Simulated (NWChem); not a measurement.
**Atomisation of CF$_{3}$**

```
C
F 1 1.3286
F 1 1.3286 2 111.32
F 1 1.3286 2 111.32 3 124.84
```
Charge 0, spin multiplicity 2.

Program: NWChem. The geometry was optimised at UPBE/def2-SVP, a minimum by its harmonic frequencies.

Basis set: def2-TZVP. The atomisation energy is electronic alone: no zero-point, thermal, spin-orbit or counterpoise terms. No value is extrapolated to the basis-set limit. Free atoms are single determinants with multiplicities F 2, C 3.

B3LYP has NWChem's definition, with VWN1-RPA local correlation. The structure started from a generated list of species. The unpaired electrons of the parent sit in orbitals of symmetry a' (Cs labels of the run); other states weren't searched. The stability of the SCF solutions was not checked.

Order these methods by the atomisation energy they give, lowest first: LDA (SVWN5), PBE0, B3LYP, PBE, BHandHLYP, r2SCAN.

BHandHLYP (316.2 kcal/mol), B3LYP (343.0 kcal/mol), PBE0 (350.3 kcal/mol), r2SCAN (354.4 kcal/mol), PBE (372.6 kcal/mol), LDA (SVWN5) (440.8 kcal/mol)
